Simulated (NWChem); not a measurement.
System: C2H4ClFSi; SMILES C(=C/[SiH2]F)/Cl

Results from NWChem. Coordinates come from a PBE0/def2-SVP optimisation. Level: PBE0/def2-SVP with SMD, gas-phase geometry; reactions with the solvents are ignored. One conformer.

| SMD term (kcal/mol) | water | toluene |
|---|---|---|
| distortion of the solute's density | 0.44 | 0.13 |
| polarisation | -3.64 | -1.91 |
| cavity, dispersion and structure | 4.02 | -0.79 |

Question: Sum the solvation free energies, find the transfer free energy from water to toluene and the partition coefficient at 298.15 K.

Answer: 
1. ΔG(solv, water) = 0.82 kcal/mol and ΔG(solv, toluene) = -2.57 kcal/mol (1 M gas to 1 M solution).
2. Transfer: -2.57 − (0.82) = -3.39 kcal/mol.
3. log₁₀ K(toluene/water) = −ΔG/(RT ln 10) = 3.39/1.364 = 2.5, so the model puts more of the solute in toluene.
4. Of the transfer energy, 1.42 kcal/mol is electrostatic and -4.81 comes from the non-electrostatic term. The two phases are taken as the pure solvents.
